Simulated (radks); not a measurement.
The numbers below are computed, except where a source is named.
Excited configurations of Cd IV: one electron is placed in a higher orbital outside [Kr] 4d8. The ground configuration is [Kr] 4d9. Code: a radial shooting solver on a logarithmic mesh with Libxc functionals. Model: Dirac Kohn-Sham, PBE, spin-unpolarised, spherical densities, point nucleus; open shells are shared between the two j in proportion to 2j + 1. Excitation = E - E(ground); binding = E(ion) - E, where the ion is the core of charge +4; n* = 4/sqrt(2 binding) in atomic units, and the quantum defect is n - n*. Eigenvalue and <r> are those of j = l + 1/2.

[
 {"outer orbital": "4f", "excitation (eV)": "38.988", "binding (eV)": "15.069", "n*": "3.801", "quantum defect": "0.199", "eigenvalue (eV)": "-12.176", "<r> (bohr)": "3.642"},
 {"outer orbital": "5s", "excitation (eV)": "14.871", "binding (eV)": "39.186", "n*": "2.357", "quantum defect": "2.643", "eigenvalue (eV)": "-34.275", "<r> (bohr)": "2.221"},
 {"outer orbital": "5d", "excitation (eV)": "34.249", "binding (eV)": "19.807", "n*": "3.315", "quantum defect": "1.685", "eigenvalue (eV)": "-16.901", "<r> (bohr)": "3.530"},
 {"outer orbital": "5f", "excitation (eV)": "43.815", "binding (eV)": "10.242", "n*": "4.610", "quantum defect": "0.390", "eigenvalue (eV)": "-8.745", "<r> (bohr)": "6.388"},
 {"outer orbital": "6s", "excitation (eV)": "35.043", "binding (eV)": "19.013", "n*": "3.384", "quantum defect": "2.616", "eigenvalue (eV)": "-16.936", "<r> (bohr)": "4.418"},
 {"outer orbital": "6p", "excitation (eV)": "37.964", "binding (eV)": "16.092", "n*": "3.678", "quantum defect": "2.322", "eigenvalue (eV)": "-14.194", "<r> (bohr)": "5.022"},
 {"outer orbital": "6d", "excitation (eV)": "42.216", "binding (eV)": "11.841", "n*": "4.288", "quantum defect": "1.712", "eigenvalue (eV)": "-10.396", "<r> (bohr)": "6.376"},
 {"outer orbital": "6f", "excitation (eV)": "46.896", "binding (eV)": "7.161", "n*": "5.514", "quantum defect": "0.486", "eigenvalue (eV)": "-6.282", "<r> (bohr)": "9.970"},
 {"outer orbital": "7s", "excitation (eV)": "42.617", "binding (eV)": "11.440", "n*": "4.362", "quantum defect": "2.638", "eigenvalue (eV)": "-10.224", "<r> (bohr)": "7.297"},
 {"outer orbital": "7p", "excitation (eV)": "44.039", "binding (eV)": "10.018", "n*": "4.662", "quantum defect": "2.338", "eigenvalue (eV)": "-8.915", "<r> (bohr)": "8.130"},
 {"outer orbital": "7d", "excitation (eV)": "46.190", "binding (eV)": "7.867", "n*": "5.260", "quantum defect": "1.740", "eigenvalue (eV)": "-7.004", "<r> (bohr)": "9.922"},
 {"outer orbital": "7f", "excitation (eV)": "48.815", "binding (eV)": "5.241", "n*": "6.445", "quantum defect": "0.555", "eigenvalue (eV)": "-4.658", "<r> (bohr)": "14.29"}
]

The Delta-SCF ionisation energy is 54.057 eV (NIST Atomic Spectra Database: 51 eV, theoretical). Self-interaction in the functional shifts the binding energies and quantum defects, so they are the method's values and not measured ones. Spin polarisation and multiplet splitting are left out, so open shells lie too high by an amount that depends on their filling. Sharing an open shell by 2j + 1 raises it above the true ground level by a part of the spin-orbit splitting, which enters the differences from NIST.

Beside tabulated values, note that spin-unpolarised runs miss the spin-polarisation part of the exchange energy of open shells.
